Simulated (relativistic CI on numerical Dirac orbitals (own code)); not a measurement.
## What each ingredient does to the levels of Er43+

Base calculation: Dirac-Coulomb-Breit CI, KLI orbitals optimised for each configuration, QED by a radiative potential, unscaled Slater integrals.

CI space (outside the closed core [Ne]): 3s2 3p6 3d7, 3s2 3p5 3d8, 3s2 3p4 3d9, 3s 3p6 3d8, 3p6 3d9, 3s 3p5 3d9, 3s2 3p6 3d6 4s, 3s2 3p6 3d6 4p, 3s2 3p4 3d8 4s, 3s2 3p6 3d6 4d, 3s2 3p4 3d8 4p, 3s2 3p5 3d7 4s, 3s2 3p6 3d6 4f, 3s2 3p5 3d7 4p, 3s2 3p6 3d5 4s2, 3s 3p6 3d7 4s. Levels of other configurations are missing.

The lowest level and the first level of each name with at least 55 % of one term (blank where a level has no safe partner in the second run):

```tsv
Level	Base (eV)	Shift (eV)
3s2 3p6 3d7 4F_9/2	0.000	0.000
3s2 3p6 3d7 4F_7/2	42.511	-0.042
3s2 3p6 3d7 4P_5/2	53.125	+0.368
3s2 3p6 3d7 2H_11/2	56.990	-0.419
3s2 3p6 3d7 2F_5/2	67.363	+0.700
3s2 3p6 3d7 2D_3/2	82.605	+1.500
3s2 3p6 3d7 4F_5/2	92.090	+0.387
3s2 3p5 3d8 4G°_11/2	346.253	-0.358
3s2 3p5 3d8 2D°_5/2	357.078	+0.452
3s2 3p5 3d8 2F°_7/2	357.959	+0.450
3s2 3p5 3d8 4F°_9/2	364.605	+0.321
3s2 3p5 3d8 4G°_9/2	397.310	-0.191
3s2 3p5 3d8 2H°_11/2	418.183	-0.155
3s2 3p5 3d8 2G°_7/2	420.082	+0.374
```

At this charge energies of transitions that change n are usually good to better than 1 %, and those within a shell (Δn = 0) to a few per cent.

Task: One thing was changed in a second run, which moved the levels as shown. Which?
A. QED terms removed
B. valence Slater integrals scaled by 0.9
C. Breit term removed
D. configuration mixing switched off

Result: D. Configuration mixing switched off. Without mixing, levels that were pushed by configurations of the same parity and J return to their single-configuration places.

LS names give the leading component of a level, which can be under half, so a name can repeat, a term be missing and a line seem to break the LS rules.
